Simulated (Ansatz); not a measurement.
Frontier orbitals of CH3BN2, SMILES `BN=C=N`.

Cartesian coordinates in Å:
```
B -1.513 -0.377 -0.186
N -0.194 -0.046 0.085
C 0.955 0.240 0.257
N 2.096 0.527 0.582
H -1.865 -0.477 -1.325
H -2.265 -0.553 0.726
H 2.786 0.685 -0.139
```

Total charge 0; spin multiplicity 1. The structure was optimised at the PBE0-D4/def2-TZVP level. It is one conformer, not always the lowest. Basis def2-TZVPP, the Gaussian-basis code of Ansatz.

A caution on the coupled-cluster cation, which keeps the state that its UHF reference found: large T1 diagnostic of the cation; spin contamination of the cation.

Problem. Compute the vertical ionisation energy as the energy of the cation minus that of the neutral molecule, at each level. (Estimate.)

Solution. Computed: 
```
               level  IE (eV)  difference from CCSD(T)/CBS(def2)
   PBE-D4/def2-TZVPP     9.94                              -0.65
r2SCAN-D4/def2-TZVPP    10.01                              -0.57
  PBE0-D4/def2-TZVPP    10.20                              -0.38
 B3LYP-D4/def2-TZVPP    10.23                              -0.36
  ωB97X-V/def2-TZVPP    10.37                              -0.21
  ωB97M-V/def2-TZVPP    10.35                              -0.23
   B2PLYP/def2-TZVPP    10.36                              -0.22
       HF/def2-TZVPP     9.17                              -1.41
      MP2/def2-TZVPP    11.18                               0.59
     CCSD/def2-TZVPP    10.41                              -0.17
  CCSD(T)/def2-TZVPP    10.41                              -0.18
       HF/def2-QZVPP     9.18                              -1.40
      MP2/def2-QZVPP    11.28                               0.70
        HF/CBS(def2)     9.18                              -1.40
       MP2/CBS(def2)    11.35                               0.77
      CCSD/CBS(def2)    10.59                               0.01
   CCSD(T)/CBS(def2)    10.58                               0.00
```

B3LYP here is the variant with VWN-RPA as its local correlation; programs differ in this.
